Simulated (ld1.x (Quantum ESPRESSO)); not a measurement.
# Varying the TM potential for Co

Base potential:

cobalt (Co), norm-conserving Troullier–Martins (Kleinman–Bylander form), made with ld1.x (Quantum ESPRESSO) 7.5 (PBE, scalar-relativistic). Core [Ar], reference 3d6 4s0 4p0 (charge +3). Waves: 4s (bound, empty): rc 1.95 bohr; 4p (bound, empty): rc 2.20 bohr; 4f channel at 0.45 Ry: rc 2.00 bohr; 3d (bound): rc 1.20 bohr. Local part: the d channel. Core correction: a·sin(br)/r model core inside 1.10 bohr.

All-electron outer shells of the reference configuration (PBE, scalar-relativistic, ld1.x):

| shell | level (eV) | outermost node (bohr) | outermost maximum (bohr) |
| --- | --- | --- | --- |
| 3p | -103.76 | 0.28 | 0.67 |
| 3d | -45.17 | – | 0.66 |
| 4s | -32.40 | 0.94 | 1.95 |
| 4p | -24.81 | 1.00 | 2.23 |

Cutoffs, loose and tight: the cutoffs (Ry, on a coarse ladder) from which the occupation-weighted sum of valence levels, in a spherical-Bessel basis at the reference potential, stays within 10 and 1 mRy of its value at 400 Ry. They do not see the model core or the augmentation charge, which bear on the density cutoff. Test errors are all-electron minus pseudo excitation energies from the reference, over the configurations 3d7 4s2 4p0; 3d7 4s1 4p0; 3d7 4s0 4p0; 3d8 4s0 4p0; 3d6 4s2 4p0; 3d5 4s0 4p0; 3d7 4s0 4p2. A dash means not determined; rows that change the core or the reference have their own tests.

A true bound ghost makes a file unfit for plane-wave use even where its test errors are small: the radial tests pick states by their node count and pass the ghost by.

```csv
change,outcome,"cutoff, loose","cutoff, tight",bound ghosts,largest test error (meV)
base,generated,160 Ry,260 Ry,"s, p",-660
wave 4s (bound): rc 1.95 bohr becomes 4s (bound): rc 2.12 bohr,generated,160 Ry,260 Ry,"s, p",-660
"all radii but the core radius scaled by about 0.94 (s 1.84, p 2.08, d 1.14, f 1.88 bohr)",generated,180 Ry,260 Ry,"s, p",-644
core correction a·sin(br)/r model core inside 0.72 bohr,generated,160 Ry,260 Ry,"s, p",-672
wave 4f channel at 0.45 Ry: rc 2.00 bohr becomes 4f channel at 0.45 Ry: rc 1.98 bohr,generated,160 Ry,260 Ry,"s, p",-660
wave 4f channel at 0.45 Ry: rc 2.00 bohr becomes 4f channel at 5.7 Ry: rc 2.00 bohr,generated,160 Ry,260 Ry,"s, p",-660
fully relativistic,generated,160 Ry,260 Ry,"s, p3/2, p1/2",-662
wave 4p (bound): rc 2.20 bohr becomes 4p (bound): rc 2.34 bohr,generated,160 Ry,260 Ry,"s, p",-660
```

**Question.** What comes out with this change to the base: wave 3d (bound): rc 1.20 bohr becomes 3d (bound): rc 1.28 bohr?

**Answer.** outcome: generated; cutoff, loose: 140 Ry; cutoff, tight: 230 Ry; bound ghosts: s, p; largest test error (meV): -690.
